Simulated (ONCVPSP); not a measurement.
**Which change was made? (Sn, ONCV)**

ONCVPSP 4.0.1 input, shortened (lines: element, Z, core and valence counts, functional; n l f; lmax; l rc ep ncon nbas qcut; lloc lpopt rc5 dvloc0; l nproj debl; icmod fcfact rcfact), PBE, scalar-relativistic:

```
  Sn 50.00    6    5        4      upf
    1    0    2.00
    2    0    2.00
    2    1    6.00
    3    0    2.00
    3    1    6.00
    3    2   10.00
    4    0    2.00
    4    1    6.00
    4    2   10.00
    5    0    2.00
    5    1    2.00
    2
    0    1.60    0.00    4    8    7.90
    1    1.70    0.00    4    8    6.40
    2    1.50    0.00    4    9    8.70
    4    5    1.25    0.00
    0    2    1.10
    1    2    1.00
    2    2    1.10
    1    0.35    0.00
```

Cutoffs, loose and tight: the cutoffs (Ha) at which the residual kinetic energy of the hardest occupied pseudo-wave falls to 1 and 0.1 mHa per electron. They do not see the model core or the augmentation charge, which bear on the density cutoff. Test errors are all-electron minus pseudo excitation energies from the reference, over the configurations 4s2 4p6 4d10 5s2 5p1; 4s2 4p6 4d10 5s2 5p0; 4s2 4p6 4d10 5s1 5p0; 4s2 4p6 4d10 5s0 5p4; variants that change the core or the reference have their own tests.

The base gives: outcome: generated; cutoff, loose: 33 Ha; cutoff, tight: 48 Ha; bound ghosts: none; GHOST(+) flags above zero: none; largest test error (meV): -16.

(1) After one change the result is: outcome: generated; cutoff, loose: 28 Ha; cutoff, tight: 31 Ha; bound ghosts: none; GHOST(+) flags above zero: none; largest test error (meV): -30. Which change was it?
A. all radii but the core radius scaled by about 0.80 (s 1.28, p 1.36, d 1.20 bohr); local potential polynomial inside 1.00 bohr (lpopt 5, dvloc0 0 Ha)
B. all radii but the core radius scaled by about 1.10 (s 1.76, p 1.86, d 1.64 bohr); local potential polynomial inside 1.38 bohr (lpopt 5, dvloc0 0 Ha)
C. all radii but the core radius scaled by about 1.28 (s 2.04, p 2.18, d 1.92 bohr); local potential polynomial inside 1.60 bohr (lpopt 5, dvloc0 0 Ha)

Answers

(1) C. The others give: all radii but the core radius scaled by about 0.80 (s 1.28, p 1.36, d 1.20 bohr); local potential polynomial inside 1.00 bohr (lpopt 5, dvloc0 0 Ha) → outcome: generated; cutoff, loose: 39 Ha; cutoff, tight: 175 Ha; bound ghosts: none; GHOST(+) flags above zero: s; largest test error (meV): -13 | all radii but the core radius scaled by about 1.10 (s 1.76, p 1.86, d 1.64 bohr); local potential polynomial inside 1.38 bohr (lpopt 5, dvloc0 0 Ha) → outcome: generated; cutoff, loose: 31 Ha; cutoff, tight: 35 Ha; bound ghosts: p; GHOST(+) flags above zero: none; largest test error (meV): -20.
